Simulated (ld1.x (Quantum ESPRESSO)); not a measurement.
# rhodium (Rh): excitation energies, all-electron against TM

* Element: rhodium (Rh)
* Generator: ld1.x (Quantum ESPRESSO) 7.5
* Type: norm-conserving Troullier–Martins (Kleinman–Bylander form)
* Functional: PBEsol
* Relativity: scalar-relativistic
* Frozen core: [Ar] 3d10
* Valence charge: 17
* Reference configuration: 4s2 4p6 4d8 5s0.5 5p0.5
* Partial waves: 4s (bound): rc 1.50 bohr; 4p (bound): rc 1.35 bohr; 4d (bound): rc 1.55 bohr
* Local potential: all-electron potential smoothed inside 1.15 bohr (lloc = -1)
* Core correction: none

Occupied shells without a wave of their own: 5p, 5s. They enter only through the test configuration that unscreens the potential.

Energies are relative to the spin-unpolarised reference configuration 4s2 4p6 4d8 5s0.5 5p0.5; without spin polarisation the order of configurations can differ from experiment. Not all tests gave a result: 2 of 7 tests not solved or not reliable. Left out of the table: 4s2 4p5 4d8 5s1 5p0 (an occupied level unbound or not found, printed error -6.6 eV); 4s2 4p6 4d7 5s1 5p0 (solver errors, printed error -5.9 eV).

**Question.** Give the all-electron excitation energy and the error of the potential for: 4s2 4p6 4d8 5s1 5p0; 4s2 4p6 4d8 5s0 5p0; 4s2 4p6 4d7 5s0 5p0; 4s2 4p6 4d8.5 5s0.5 5p0; 4s2 4p6 4d9 5s0 5p0.

**Answer.**

```json
{"valence configuration": "4s2 4p6 4d8 5s1 5p0", "charge": "0", "ΔE all-electron (eV)": "-1.798", "error AE − PS (meV)": "+4283"}
{"valence configuration": "4s2 4p6 4d8 5s0 5p0", "charge": "+1", "ΔE all-electron (eV)": "5.664", "error AE − PS (meV)": "-280"}
{"valence configuration": "4s2 4p6 4d7 5s0 5p0", "charge": "+2", "ΔE all-electron (eV)": "25.174", "error AE − PS (meV)": "-2219"}
{"valence configuration": "4s2 4p6 4d8.5 5s0.5 5p0", "charge": "0", "ΔE all-electron (eV)": "-2.426", "error AE − PS (meV)": "+1073"}
{"valence configuration": "4s2 4p6 4d9 5s0 5p0", "charge": "0", "ΔE all-electron (eV)": "-2.711", "error AE − PS (meV)": "+1110"}
```

These tests converged, but a pseudo level misses the all-electron one widely, so the file describes the atom poorly there or has found another state: 4s2 4p6 4d8 5s1 5p0: 5s by 2.9 eV (a node warning on the way); 4s2 4p6 4d7 5s0 5p0: 4d by 2.2 eV; 4s2 4p6 4d8.5 5s0.5 5p0: 4s by 5.9 eV; 4s2 4p6 4d9 5s0 5p0: 4d by 1.1 eV. ld1.x printed “convergence not achieved” for 3 of the counted tests; their residual had stalled under 1e-8, short of the target of 1e-14. The 5p, 5s levels have no wave, so the channel is fitted at the deeper level alone: the likely source of the large errors.

A Bessel basis up to 400 Ry misses an occupied level by 0.42 Ry, so cutoffs and ghosts were not judged. The potential misses its own reference levels by up to 6.0 eV, so it is not fit for use.
